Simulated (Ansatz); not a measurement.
Ansatz (a program for electronic structure) input (MP2/LANL2DZ): The .json file is the Basis Set Exchange's LANL2DZ.

Ansatz 0.2 input:
```yaml
crystal:
  periodic: [false, false, false]
  atoms:
    - {symbol: La, position_ang: [0.03573800, -0.30860300, 0.08254800]}
    - {symbol: F, position_ang: [2.13136100, -0.78223000, 0.06698700]}
    - {symbol: F, position_ang: [-0.94720000, -0.63087000, 1.96567700]}
    - {symbol: Cl, position_ang: [-0.74673700, 1.78283800, -1.35289400]}
basis:
  gaussian:
    orbitals: LANL2DZ.json
magnetization: {spin_polarized: false}
correlation: {method: mp2, electrons: outside_noble_gas}
```

Output:

```
Functional definition: HF
integrals: 0.01 GiB planned
552 factors; integrals over basis functions are off by at most 1.1e-4 eV
mean field: 0.11 GiB planned
mean field evaluation 1: about -6653.8648 eV, gradient 4.8e1 eV
mean field evaluation 2: about -6653.9451 eV, gradient 4.8e1 eV
mean field evaluation 4: about -6658.5227 eV, gradient 1.6e0 eV
mean field evaluation 8: about -6658.5752 eV, gradient 1.3e-1 eV
mean field -6658.57533375 eV, -244.6981301708 hartree, gradient 4.5e-6 eV, S^2 0.000000; 0 other end points of the search recorded, 0 dependent functions left out
6 core orbitals not correlated, not the lowest: weight in the atoms' cores, before any rotation towards them, 0.781 or more for the frozen orbitals, at most 0.191 for the correlated occupied ones
reference -6658.57533375 eV, -244.6981301708 hartree; 12, 12 occupied and 30, 30 virtual orbitals, 552 factors
second order -8.49309463 eV of doubles, -0.00000000 eV of singles
Total energy: -6667.06842838 eV, -245.0102456417 hartree
```

The geometry given is a B3LYP-D3(BJ)/def2-TZVP minimum.
